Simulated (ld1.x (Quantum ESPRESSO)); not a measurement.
Results of a calculation; reference values are marked as such.
# Potentials for gallium compared

Generated with ld1.x 7.5 (TM, RRKJ, ultrasoft, PAW), atompaw 4.2 or ONCVPSP 4.0.1. The cutoff is in Ry: for ld1.x and atompaw files where the sum of valence levels is converged to 10 mRy in a Bessel basis, for ONCV files where the hardest occupied wave has 1 mHa per electron of residual kinetic energy. The error is the largest all-electron minus pseudo excitation energy over each file’s own four to seven test configurations (ionisations up to +4, promotions, holes and added fractions of an electron), all of which were solved. The labels leave out finer settings (local radius, basis sizes, second energies), which also bear on the numbers. Spin-polarised tests are not counted. The rows are a selection from randomly drawn settings: files with unsolved tests, undetermined cutoffs or missed reference levels are left out.

A true bound ghost makes a file unfit for plane-wave use even where its test errors are small: the radial tests pick states by their node count and pass the ghost by.

```tsv
potential	cutoff (Ry)	largest error (meV)	bound ghosts
TM, PBE, non-relativistic, rc 2.05/2.50/2.05 (spd), local smoothed, core correction yes, reference 4s1 4p2	10	-69	d
PAW, PBE, scalar-relativistic, rc 1.05/1.05/1.40 (spd), local smoothed, core correction yes, reference 3s2 3p6 3d10 4s2 4p1	110	-6.9	none
ultrasoft, LDA (PZ), scalar-relativistic, rc 2.25/2.05/1.90 (spd), local smoothed, core correction no, reference 4s2 4p1	6	+121	none
PAW, revPBE, scalar-relativistic, rc 2.00/1.80/1.20 (spd), local smoothed, core correction yes, reference 3d10 4s1 4p2	100	-87	none
TM, PBE, scalar-relativistic, rc 1.55/2.70/2.50 (spd), local s, core correction yes, reference 4s2 4p1	25	-182	none
```

Problem. Fill in the row for Ga: TM semilocal, PBEsol, scalar-relativistic, rc 1.90/1.80/1.70 (spd), local p, core correction no, reference 4s1.5 4p0.

Solution. cutoff 15 Ry, largest error +99 meV, bound ghosts: none.
